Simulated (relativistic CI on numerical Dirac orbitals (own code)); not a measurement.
**Electric-dipole transitions in Os VI**

Calculated at this level of theory: Dirac-Coulomb-Breit CI, orbitals from a KLI potential per configuration, a model potential for QED, valence Slater integrals scaled by 0.85, P86 correlation energy added to each configuration (own radial code, finite nucleus).

Configuration list (outside the closed core [Kr] 4d10 4f14 5s2): 5p6 5d3, 5p6 5d2 6s, 5p6 5d2 5f, 5p6 5d2 6p, 5p6 5d2 5g, 5p5 5d4, 5p6 5d 6s 6p, 5p6 5d2 6d, 5p6 5d2 7s, 5p6 5d2 7p, 5p6 5d2 6f, 5p6 5d2 7d, 5p6 5d 6s2, 5p6 5f 6s2, 5p6 6s2 6p, 5p6 5g 6s2, 5p6 6s2 6d, 5p6 5d 5f2, 5p6 5f2 6s, 5p6 5f3, 5p6 5f2 6p, 5p6 5f2 5g, 5p6 5f2 6d, 5p6 5d 5g2, 5p6 5g2 6s, 5p6 5f 5g2, 5p6 5g2 6p, 5p6 5g3, 5p6 5g2 6d. Double excitations out of closed p, d and f shells are left out; levels of such configurations are missing from the list, as are those of other unlisted configurations, and high levels can miss mixing partners. These lack a partner that the ground configuration has and come out too high: 5p6 5d2 7s, 5p6 5d2 7p, 5p6 5d2 6f, 5p6 5d2 7d.

```
λ vac (Å)                     Lower                       Upper   A (s⁻¹)  log gf  S velocity/length
   319.02        5p6 5d3 4F_5/2 [2]    5p6 5d2 5f 4G°_7/2 [159]  1.24e+10    0.18               0.79
   320.28        5p6 5d3 4F_7/2 [3]    5p6 5d2 5f 4G°_9/2 [176]  1.72e+10    0.42               0.77
   321.25        5p6 5d3 4F_9/2 [4]   5p6 5d2 5f 2H°_11/2 [186]  2.61e+10    0.68               0.78
   324.37        5p6 5d3 4F_3/2 [1]    5p6 5d2 5f 4F°_3/2 [110]  1.53e+10   -0.02               0.87
   325.27        5p6 5d3 4F_7/2 [3]    5p6 5d2 5f 2F°_7/2 [151]  1.27e+10    0.21               0.85
   325.82        5p6 5d3 4F_3/2 [1]    5p6 5d2 5f 4G°_5/2 [107]  2.83e+10    0.43               0.79
   326.36        5p6 5d3 4F_9/2 [4]   5p6 5d2 5f 4G°_11/2 [165]  1.78e+10    0.53               0.77
   326.44        5p6 5d3 4F_5/2 [2]    5p6 5d2 5f 4G°_7/2 [123]  1.92e+10    0.39               0.78
   327.76        5p6 5d3 4F_9/2 [4]  5p6 5d 6s 6p 4F°_9/2 [156]  8.60e+09    0.14               0.86
   328.16        5p6 5d3 2H_9/2 [8]    5p6 5d2 5f 2H°_9/2 [196]  1.23e+10    0.30               0.84
   328.99        5p6 5d3 4F_7/2 [3]    5p6 5d2 5f 4F°_9/2 [135]  1.63e+10    0.42               0.79
   331.55        5p6 5d3 4P_5/2 [9]    5p6 5d2 5f 4D°_5/2 [190]  1.73e+10    0.23               0.83
   331.68        5p6 5d3 4P_5/2 [9]    5p6 5d2 5f 4D°_7/2 [187]  1.80e+10    0.38               0.81
   338.45        5p6 5d3 4F_5/2 [2]     5p6 5d2 5f 2G°_7/2 [92]  6.81e+09   -0.03               0.77
   517.23       5p6 5d3 2G_9/2 [14]     5p6 5d2 6p 2F°_7/2 [73]  8.65e+09    0.44               0.68
   525.73        5p6 5d3 2H_9/2 [8]     5p6 5d2 6p 4D°_7/2 [60]  7.51e+09    0.40               0.66
   527.15        5p6 5d3 4F_7/2 [3]     5p6 5d2 6p 4D°_5/2 [48]  7.40e+09    0.27               0.66
   528.78        5p6 5d3 2G_7/2 [7]     5p6 5d2 6p 2F°_5/2 [58]  7.68e+09    0.29               0.64
   531.98      5p6 5d3 2H_11/2 [12]     5p6 5d2 6p 2G°_9/2 [64]  1.05e+10    0.65               0.64
   533.42        5p6 5d3 4F_9/2 [4]     5p6 5d2 6p 2G°_7/2 [49]  5.83e+09    0.30               0.65
   537.58        5p6 5d3 4F_7/2 [3]     5p6 5d2 6p 4D°_7/2 [45]  3.71e+09    0.11               0.63
   541.07        5p6 5d3 2G_7/2 [7]     5p6 5d2 6p 2G°_7/2 [52]  4.27e+09    0.18               0.66
   553.11        5p6 5d3 4F_3/2 [1]     5p6 5d2 6p 4F°_3/2 [37]  5.79e+09    0.03               0.60
   824.03   5p6 5d2 6p 4G°_5/2 [36]      5p6 5d2 6d 4H_7/2 [89]  6.65e+09    0.73               0.95
   840.42   5p6 5d2 6p 4G°_9/2 [41]    5p6 5d2 6d 4G_11/2 [133]  4.60e+09    0.77               0.96
   959.43   5p6 5d2 6p 4G°_9/2 [51]    5p6 5d2 6d 4H_11/2 [118]  4.20e+09    0.84               0.95
   960.83  5p6 5d2 6p 4G°_11/2 [59]    5p6 5d2 6d 4H_13/2 [146]  5.95e+09    1.06               0.95
   1070.1    5p6 5d2 6s 2G_9/2 [31]    5p6 5d2 6p 2H°_11/2 [74]  2.82e+09    0.76               0.98
   1076.2    5p6 5d2 6s 4F_9/2 [25]    5p6 5d2 6p 4G°_11/2 [59]  2.77e+09    0.76               0.99
   1086.9    5p6 5d2 6s 4F_7/2 [22]     5p6 5d2 6p 4G°_9/2 [51]  1.76e+09    0.49               0.99
```

Terms are leading LS components. Brackets give the number of a level in order of energy, since labels repeat. The list gives strong lines, with weight on those to low levels, among the lowest 200 of 1928 levels, so that lines to higher ones, which can be the strongest, are missing. Levels whose partners in the same complex of configurations lie outside the list can be far off, and so can their lines. Rates are taken at the computed energies, electric ones in the length gauge. A velocity-to-length ratio far from 1 marks an uncertain rate.

At this charge configurations can still be misplaced by up to about 7 % of their energy. Levels and lines within the n = 5 or 6 shells can be off by up to 10 % or somewhat more, and those that change n by about 2 %, since core polarisation is missing. 35 of the 69 excited levels that our extract of the measured tables holds in this range could be paired (the sources list more); they are missed by 3328 cm⁻¹ on average and 6313 at most, and levels without a partner can miss by more. Some levels of the ground configuration have no partner and can miss by 10 % or more.

LS names give the leading component of a level, which can be under half, so a name can repeat, a term be missing and a line seem to break the LS rules.
